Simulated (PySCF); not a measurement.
Ge(OH)3(OtBu), SMILES C([O][Ge]([OH])([OH])[OH])(C)(C)C (C4H12GeO4) at its GFN2-xTB optimised geometry (Å):

```
21

C     -0.7307     2.4754    -0.2011
C     -0.8423     1.0578     0.3654
C     -2.0447     0.3379    -0.2377
C     -0.9593     1.0976     1.8880
O      0.3775     0.4094     0.0000
Ge     0.8201    -1.2559     0.0000
O      0.1566    -2.1040     1.3548
O      2.5472    -1.2559     0.0000
O      0.3424    -2.1467    -1.4020
H      0.1544     2.9633     0.1983
H     -1.6093     3.0560     0.0654
H     -0.6431     2.4357    -1.2837
H     -2.9630     0.8675     0.0013
H     -1.9366     0.2780    -1.3183
H     -2.1006    -0.6726     0.1620
H     -0.1058     1.6217     2.3110
H     -0.9702     0.0817     2.2753
H     -1.8728     1.6056     2.1849
H      0.1904    -3.0560     1.2794
H      2.9630    -0.5976     0.5531
H      0.8168    -1.9279    -2.2016
```

Computed with PBE0/def2-SVP in PySCF.

Map of the log10 of the electron density (e/bohr³), floored at −4 on the plane z = 1.0 Å:

```
|                             |
|                             |
|                             |
|         ........            |
|        ::------:.           |
|       .-=======-:           |
|       :-=++++++=:.          |
|      .:-=++++++=:.          |
|      .:-=+++++=-:.          |
|     .:-==+***+=-:.          |
|    .:-==+*#%#*==-.          |
|    :-==+*#%%%*++=-.         |
|   .:-=++*#%%#***+-:..       |
|    :-=+++*###***+=-:--:     |
|    .:-=++++++***+===+==:    |
|    .:-=+++==++**++++**+-.   |
|     .-=++===++***++*#*+-.   |
|     .:-====+*###******+-.   |
|      .:---=*#%%#*****+=:    |
|       ..:-=*%@@%*++++=-.    |
|          :=*%@@%*+===-:     |
|          :=+#%%#+=-::.      |
|           :=*##*=-..        |
|           .-+**+-.          |
|            .-==-.           |
|             ....            |
|                             |
|                             |
|                             |
```
Scale: ten equal steps from -4.00 (start of ' ') to -0.181 (end of '@'), in the order ' .:-=+*#%@'; x runs from -5.50 to 5.50, y from -5.50 (bottom) to 5.50 (top).
